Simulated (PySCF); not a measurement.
**Potassium: a sound run and one with changed settings**

Sound run: K⁺ [Ar], K²⁺ [Ne] 3s2 3p5. All numbers are calculated (PySCF 2.14, the spin-free X2C one-electron Hamiltonian (Gaussian nucleus), in Sapporo-DKH3-DZP-2012). In the sound run the correlated levels freeze [Ne] 3s2. The sound run starts from symmetry-adapted Hartree-Fock orbitals and uses a fine grid where one is needed.

A second run was set up differently.

```csv
species,method,sound run (hartree),changed run (hartree),converged
K⁺,MP2,-601.43726,-601.48462,yes
K⁺,CCSD(T),-601.44992,-601.49795,yes
K²⁺,MP2,-600.27240,-600.33107,yes
K²⁺,CCSD(T),-600.28685,-600.35157,yes
```

Ionisation energy of K⁺:

```json
{"method": "UHF", "sound run (eV)": "30.477", "changed run (eV)": "30.477"}
{"method": "MP2", "sound run (eV)": "31.697", "changed run (eV)": "31.390"}
{"method": "SCS-MP2", "sound run (eV)": "31.627", "changed run (eV)": "31.276"}
{"method": "CCSD", "sound run (eV)": "31.641", "changed run (eV)": "31.193"}
{"method": "CCSD(T)", "sound run (eV)": "31.649", "changed run (eV)": "31.194"}
```

Question: What was changed?
A. all electrons correlated in a valence basis
B. too few SCF iterations
C. minimal basis
D. basis contracted for another Hamiltonian

Answer: A. A valence basis has no tight correlating functions, so it recovers only part of the core correlation, and not evenly between atom and ion.
